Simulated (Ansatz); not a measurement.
Reaction (atomization): `[NH2][SbH][SiH3]` → 6 H• + N• + Sb• + Si•

Calculated with Ansatz (gas phase, PBE0-D4/def2-TZVP geometries, no zero-point term in ΔE). CCSD(T)/CBS is the MP2 limit (def2-TZVPP, def2-QZVPP) plus CCSD(T) − MP2 in def2-TZVPP, frozen cores. This one scheme is used for every species, atoms too. Functionals use def2-TZVPP. Open shells (•) are unrestricted, without spin–orbit coupling. Spin–orbit coupling would lower the free atoms: a little for Si. Elements past krypton have def2 core potentials. For Sb outer-core shells are correlated without core-valence functions, so the limit isn't a true one: a few kJ/mol of doubt a bond, and 10 to 20 or more in all where bonds break to atoms. One conformer a species, not always the lowest.

CCSD(T)/CBS gives +25.80 eV.

(1) Another level gave +25.43 eV. Which?
A. r2SCAN0/def2-TZVPP
B. r2SCANh/def2-TZVPP
C. CAM-B3LYP-D4/def2-TZVPP
D. r2SCAN/def2-TZVPP

Largest T1 diagnostic among the species: 0.014.

Results:

(1) D. r2SCAN 25.43, r2SCANh 25.26, r2SCAN0 25.01, CAM-B3LYP-D4 25.88 eV.

In def2-TZVPP, CCSD(T) changes the Hartree–Fock value by +7.67 eV (the triples alone add +0.39 eV) and MP2 by +7.29 eV; breaking electron pairs costs correlation energy, which Hartree–Fock lacks. Leaving LDA and LC-ωPBE aside and taking each functional with its dispersion term where it has one, the values, not all of them listed here, spread over 1.05 eV, from PBE-QIDH to ωB97X-V. LDA lies +3.59 eV from PBE without D4, its usual overbinding.

For atomizations the MP2-based limit and the directly extrapolated one differ by several kJ/mol either way, and by 10 to 25 for some Ge, Se and Sn compounds, so smaller differences from it don't rank the levels.
